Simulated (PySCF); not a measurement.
## Spinor energies of Pt³⁹⁺ (platinum, charge +39)

Start: [Kr] 4d3; 4d3/2 filled at m_j = -1/2, +1/2, +3/2. Calculated with PySCF 2.14 in an uncontracted even-tempered set (16 s from 4.6 bohr⁻², ratio 2.8; 14 p from 5.9 bohr⁻², ratio 2.8; 9 d from 5.9 bohr⁻², ratio 2.8; 3 f from 22 bohr⁻², ratio 3): generalised Hartree-Fock with the X2C-1e Hamiltonian and a Gaussian nucleus; one run each with spin-orbit coupling (SO) switched off, then screened by Boettger's factors.

```json
{"spinor shell": "1s1/2", "electrons": "2", "ε, spin-free (eV)": "-80575.7", "ε, screened SO (eV)": "-80544.8", "weight of nominal j (screened SO)": "1.000", "rms radius, screened SO (bohr)": "0.0194"}
{"spinor shell": "2s1/2", "electrons": "2", "ε, spin-free (eV)": "-15746.6", "ε, screened SO (eV)": "-15735.7", "weight of nominal j (screened SO)": "1.000", "rms radius, screened SO (bohr)": "0.0782"}
{"spinor shell": "2p1/2", "electrons": "2", "ε, spin-free (eV)": "-13890.8", "ε, screened SO (eV)": "-15135.4", "weight of nominal j (screened SO)": "1.000", "rms radius, screened SO (bohr)": "0.0663"}
{"spinor shell": "2p3/2", "electrons": "4", "ε, spin-free (eV)": "-13890.8", "ε, screened SO (eV)": "-13395.9", "weight of nominal j (screened SO)": "1.000", "rms radius, screened SO (bohr)": "0.0741"}
{"spinor shell": "3s1/2", "electrons": "2", "ε, spin-free (eV)": "-5057.7", "ε, screened SO (eV)": "-5053.3", "weight of nominal j (screened SO)": "1.000", "rms radius, screened SO (bohr)": "0.198"}
{"spinor shell": "3p1/2", "electrons": "2", "ε, spin-free (eV)": "-4504.6", "ε, screened SO (eV)": "-4787.1", "weight of nominal j (screened SO)": "1.000", "rms radius, screened SO (bohr)": "0.189"}
{"spinor shell": "3d3/2", "electrons": "4", "ε, spin-free (eV)": "-3907.2", "ε, screened SO (eV)": "-3959.0", "weight of nominal j (screened SO)": "1.000", "rms radius, screened SO (bohr)": "0.179"}
{"spinor shell": "3d5/2", "electrons": "6", "ε, spin-free (eV)": "-3907.2", "ε, screened SO (eV)": "-3868.0", "weight of nominal j (screened SO)": "1.000", "rms radius, screened SO (bohr)": "0.183"}
{"spinor shell": "4s1/2", "electrons": "2", "ε, spin-free (eV)": "-2238.7", "ε, screened SO (eV)": "-2236.9", "weight of nominal j (screened SO)": "1.000", "rms radius, screened SO (bohr)": "0.414"}
{"spinor shell": "4p1/2", "electrons": "2", "ε, spin-free (eV)": "-2030.1", "ε, screened SO (eV)": "-2126.4", "weight of nominal j (screened SO)": "0.999", "rms radius, screened SO (bohr)": "0.412"}
{"spinor shell": "4p3/2", "electrons": "4", "ε, spin-free (eV)": "-2030.1", "ε, screened SO (eV)": "-1989.3", "weight of nominal j (screened SO)": "1.000", "rms radius, screened SO (bohr)": "0.441"}
{"spinor shell": "4d3/2", "electrons": "3", "ε, spin-free (eV)": "-1814.4", "ε, screened SO (eV)": "-1824.6", "weight of nominal j (screened SO)": "0.997", "rms radius, screened SO (bohr)": "0.422"}
```

**Question.** Where does 3p3/2 lie, and what is the 3p spin-orbit splitting (screened SO)?

**Answer.** At -4388.3 eV, 398.81 eV above 3p1/2.

```
   quantity     spin-free   screened SO
E (hartree)  -17464.36195  -17493.04422
        M_J           3/2           3/2
       ⟨J²⟩         6.751         3.773
       ⟨L²⟩        12.001         7.801
       ⟨S²⟩         3.750         2.153
```

Each row is a mean over spinors that exchange with the open shell spreads, by up to 13.397 eV (4p1/2).

Breit and QED terms are absent; they matter most for the inner s and p1/2 levels.

Densities and radii are taken from the X2C orbitals without a picture-change correction, which distorts them close to the nucleus.

Without spin-orbit coupling the j labels of p, d and f shells carry no meaning; the spin-free column gives the mean over the occupied spinors of each nl shell, and its ⟨J²⟩ belongs to a mixture of degenerate components.
